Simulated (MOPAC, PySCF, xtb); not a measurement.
Positional isomers: benzothiophene cyano+silyl. Gas-phase values, no solvent. Strings in code marks are SMILES.

Quantity: electronic energy of isomers of C9H7NSSi relative to `N#Cc1c([SiH3])sc2ccccc12`, in kcal/mol. Semi-empirical values (MOPAC) are differences of heats of formation.

Level 1: PBE-D3(BJ)/def2-TZVP // PBE-D3(BJ)/def2-SVP (PySCF)
Level 2: frozen-core MP2/6-31G* // PBE-D3(BJ)/def2-SVP (PySCF)
Level 3: AM1 // PBE-D3(BJ)/def2-SVP (MOPAC)
Level 4: GFN2-xTB (xtb)

```tsv
species	level 2	level 3	level 4
`N#Cc1cc([SiH3])cc2sccc12`	3.50	2.96	2.03
`N#Cc1cc2c([SiH3])cccc2s1`	4.98	4.32	2.55
`N#Cc1cc2ccsc2cc1[SiH3]`	3.21	4.46	1.76
```

Q: What does level 1 give for each, and how far do the other levels lie from it on average?

A: 
- `N#Cc1cc([SiH3])cc2sccc12`: 3.19
- `N#Cc1cc2c([SiH3])cccc2s1`: 4.30
- `N#Cc1cc2ccsc2cc1[SiH3]`: 3.26
Mean absolute difference from level 1, which has limits of its own, over these rows (drawn at random from the members that have all these levels): level 2 0.35 kcal/mol, level 3 0.49 kcal/mol, level 4 1.47 kcal/mol.
